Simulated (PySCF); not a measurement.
Here is a job for PySCF.
```python
from pyscf import gto, scf, ci

mol = gto.M(
    atom='''
B     0.98106325   -1.05992046   -0.04989976
N     1.37494395    0.29061409    0.18228070
B     0.39244819    1.28444706    0.30957374
N    -0.96506531    1.03622627    0.05511563
B    -1.40209965   -0.30055796   -0.17940997
N    -0.38755264   -1.27096670   -0.32061857
H     1.78919192   -1.90645476   -0.03050713
H     2.35520248    0.48796067    0.32713174
H     0.70048702    2.32894591    0.76549555
H    -1.66024944    1.76742990    0.10891670
H    -2.54768103   -0.52456909   -0.26618943
H    -0.65029188   -2.16427148   -0.72361180
''',
    basis='sto-3g',
    charge=1,
    spin=1,
    verbose=5,
)

mf = scf.UHF(mol)
mf.kernel()

myci = ci.CISD(mf)
myci.kernel()
print('E(CISD) = %.10f' % myci.e_tot)
mf.analyze()
```

Task: What does this run give for the nuclear repulsion energy, SCF-reference <S^2>, total energy, number of basis functions, SCF-reference HOMO energy?

Result: 
```json
{
 "nuclear_repulsion_energy": "200.0178 Eh",
 "SCF-reference <S^2>": "0.785",
 "total_energy": "-238.1516 Eh",
 "number_of_basis_functions": "36",
 "SCF-reference HOMO energy": "-14.98 eV"
}
```

These values belong to the state on which the SCF converged, which isn't shown to be the lowest.
